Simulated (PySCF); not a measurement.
Isomers of C6H8OP2, mass 158.005 u with the commonest isotopes. Theory: PBE0/pcSseg-1 in PySCF (dipole) on a GFN2-xTB geometry, gas phase. One conformer each, none proved a minimum here; rigid rotors.

Question: Order these by dipole moment, largest first.
A. `[CH3:1][O:2][c:3]1[p:4][cH:5][p:6][cH:7][c:8]1[CH3:9]` with C1–O2–C3–P4 0°
B. `[CH3:1][O:2][c:3]1[p:4][cH:5][cH:6][c:7]([CH3:8])[p:9]1` with C1–O2–C3–P4 1°
C. `[CH3:1][O:2][c:3]1[cH:4][c:5]([CH3:6])[p:7][cH:8][p:9]1` with C1–O2–C3–C4 180°

Answer: A (2.31 D), C (1.82 D), B (1.15 D).

Question: Order these by rotational constant B, largest first.
A. `[CH3:1][O:2][c:3]1[p:4][cH:5][cH:6][c:7]([CH3:8])[p:9]1` with C1–O2–C3–P4 1°
B. `[CH3:1][O:2][c:3]1[p:4][cH:5][p:6][cH:7][c:8]1[CH3:9]` with C1–O2–C3–P4 0°
C. `[CH3:1][O:2][c:3]1[cH:4][c:5]([CH3:6])[p:7][cH:8][p:9]1` with C1–O2–C3–C4 180°

Answer: B (1037 MHz), A (938.6 MHz), C (895.4 MHz).

Question: Order these by rotational constant A, smallest first.
A. `[CH3:1][O:2][c:3]1[p:4][cH:5][p:6][cH:7][c:8]1[CH3:9]` with C1–O2–C3–P4 0°
B. `[CH3:1][O:2][c:3]1[p:4][cH:5][cH:6][c:7]([CH3:8])[p:9]1` with C1–O2–C3–P4 1°
C. `[CH3:1][O:2][c:3]1[cH:4][c:5]([CH3:6])[p:7][cH:8][p:9]1` with C1–O2–C3–C4 180°

Answer: A (1871 MHz), C (2106 MHz), B (2164 MHz).

```tsv
SMILES	point group	Ia (u·Å²)	Ib (u·Å²)	Ic (u·Å²)	κ	μa (D)	μb (D)	μc (D)
COc1cc(C)pcp1	Cs	240.00	564.44	798.11	-0.64	1.29	1.28	0.02
COc1pcpcc1C	–	270.08	487.15	750.93	-0.39	2.24	0.56	0.01
COc1pccc(C)p1	near Cs	233.56	538.41	765.62	-0.63	0.40	1.07	0.06
```
